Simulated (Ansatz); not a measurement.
Abridged output of a molecular run in Ansatz:

```
Functional definition: HF
1212 factors; integrals over basis functions are off by at most 1.3e-3 eV
mean field evaluation 1: about -19302.6906 eV, gradient 5.2e1 eV
mean field evaluation 2: about -19302.8847 eV, gradient 5.3e1 eV
mean field evaluation 4: about -19308.2022 eV, gradient 5.0e0 eV
mean field evaluation 8: about -19308.2905 eV, gradient 2.6e-1 eV
mean field -19308.29090555 eV, -709.5666031493 hartree, gradient 6.0e-6 eV, S^2 0.000000; 0 other end points of the search recorded, 0 dependent functions left out
9 core orbitals not correlated: weight in the atoms' cores, before any rotation towards them, 1.000 or more for the frozen orbitals, at most 0.000 for the correlated occupied ones
reference -19308.29090555 eV, -709.5666031493 hartree; 27, 27 occupied and 90, 90 virtual orbitals, 1212 factors
second order -40.09826330 eV of doubles, -0.00000000 eV of singles
cycle   1  -39.76123553 eV  change    3.4e-1 eV  update   1.4e-1
cycle   2  -40.56300466 eV  change   -8.0e-1 eV  update   3.9e-2
cycle   3  -40.77182028 eV  change   -2.1e-1 eV  update   1.8e-2
cycle   4  -40.76156300 eV  change    1.0e-2 eV  update   3.4e-3
cycle   5  -40.75851233 eV  change    3.1e-3 eV  update   1.6e-3
cycle   6  -40.75980418 eV  change   -1.3e-3 eV  update   4.9e-4
cycle   7  -40.75962375 eV  change    1.8e-4 eV  update   1.9e-4
cycle   8  -40.75940018 eV  change    2.2e-4 eV  update   4.8e-5
cycle   9  -40.75941114 eV  change   -1.1e-5 eV  update   1.7e-5
perturbative correction -0.91288533 eV, -0.0335479171 hartree
Total energy: -19349.96320202 eV, -711.0980317981 hartree
```

Its atoms:

Cartesian coordinates in Å:
```
F -0.416 0.202 1.898
C -0.636 0.037 0.603
F -1.926 -0.065 0.321
C 0.359 -0.772 -0.212
F -0.095 -1.555 -1.180
F 1.415 -1.287 0.398
C 0.278 0.735 -0.391
F -0.244 1.219 -1.508
F 1.266 1.487 0.070
```

(1) Which basis set was used?
A. def2-TZVPP
B. def2-SVP
C. cc-pV(Q+d)Z
D. def2-SVPD

(2) Write the keys of the input that set method, charge and spin (a neutral closed shell needs none for the last two).

Answers

(1) B. It gives 126 functions.

(2) 
```yaml
correlation: {method: ccsd_t}
```
